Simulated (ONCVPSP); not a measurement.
**Tc: ONCV pseudisation with PBE, scalar-relativistic reference atom.**

ONCVPSP 4.0.1 input, shortened (lines: element, Z, core and valence counts, functional; n l f; lmax; l rc ep ncon nbas qcut; lloc lpopt rc5 dvloc0; l nproj debl; icmod fcfact rcfact), PBE, scalar-relativistic:

```
  Tc 43.00    6    5        4      upf
    1    0    2.00
    2    0    2.00
    2    1    6.00
    3    0    2.00
    3    1    6.00
    3    2   10.00
    4    0    2.00
    4    1    6.00
    4    2    5.00
    5    0    1.00
    5    1    1.00
    2
    0    1.35    0.00    4    7    6.90
    1    2.10    0.00    4    8    6.80
    2    2.05    0.00    5    9    8.00
    4    5    0.90    0.00
    0    2    3.70
    1    2    2.50
    2    3    2.00
    2    0.55    1.05
```

All-electron outer shells of the reference configuration (PBE, scalar-relativistic, ld1.x):

| shell | level (eV) | outermost node (bohr) | outermost maximum (bohr) |
| --- | --- | --- | --- |
| 3p | -417.43 | 0.16 | 0.36 |
| 3d | -251.33 | – | 0.31 |
| 4s | -74.85 | 0.50 | 0.95 |
| 4p | -46.82 | 0.51 | 1.03 |
| 4d | -8.04 | 0.50 | 1.27 |
| 5s | -5.96 | 1.28 | 2.69 |
| 5p | -2.10 | 1.45 | 3.58 |

Calculated quality:

* Cutoffs needed: 24 Ha and 62 Ha (the cutoffs (Ha) at which the residual kinetic energy of the hardest occupied pseudo-wave falls to 1 and 0.1 mHa per electron)
* Ghost test: no bound ghost flagged; GHOST(+) flagged for s at 103.6 eV
* Largest excitation error: -3.7 meV (all-electron minus pseudo) for 4s2 4p6 4d5 5s0 5p0, out of 4 test configurations
* rms error of d²Exc/dni dnj: 1.56 mHa without and 0.35 mHa with the model core

Generation and tests took about 4.4 s on one core of a shared server CPU.
